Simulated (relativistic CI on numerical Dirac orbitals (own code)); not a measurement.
Radial parameters of Nb³⁰⁺

Computed by Dirac-Coulomb-Breit CI, orbitals from a KLI potential per configuration, model QED, unscaled Slater integrals (own radial code, finite nucleus).

Slater integrals F^k, G^k are unscaled and averaged over j, outside the closed core [Ne]; ζ comes from projecting the Hamiltonian with its Breit term on Σ l·s of the shell.

- 3p: ζ(3p) = 128200 cm⁻¹; <r>(3p) = 0.3644, <r^2>(3p) = 0.1531 (bohr units).
- 3d: ζ(3d) = 15557 cm⁻¹; <r>(3d) = 0.3217, <r^2>(3d) = 0.1191 (bohr units).
- 4p: ζ(4p) = 51583 cm⁻¹; <r>(4p) = 0.69, <r^2>(4p) = 0.5405 (bohr units).

Averages of the first 10 configurations, taken without configuration mixing, which lowers the lowest level and can move excited configurations by several eV; other configurations of the list can lie among them:

```
Configuration  Parity  States  Average energy above the lowest level (eV)
           3s    even       2                                         0.0
           3p     odd       6                                        83.9
           3d    even      10                                       184.1
           4s    even       2                                       773.8
           4p     odd       6                                       808.1
           4d    even      10                                       846.1
           4f     odd      14                                       864.4
           5s    even       2                                      1114.4
           5p     odd       6                                      1131.6
           5d    even      10                                      1150.2
```
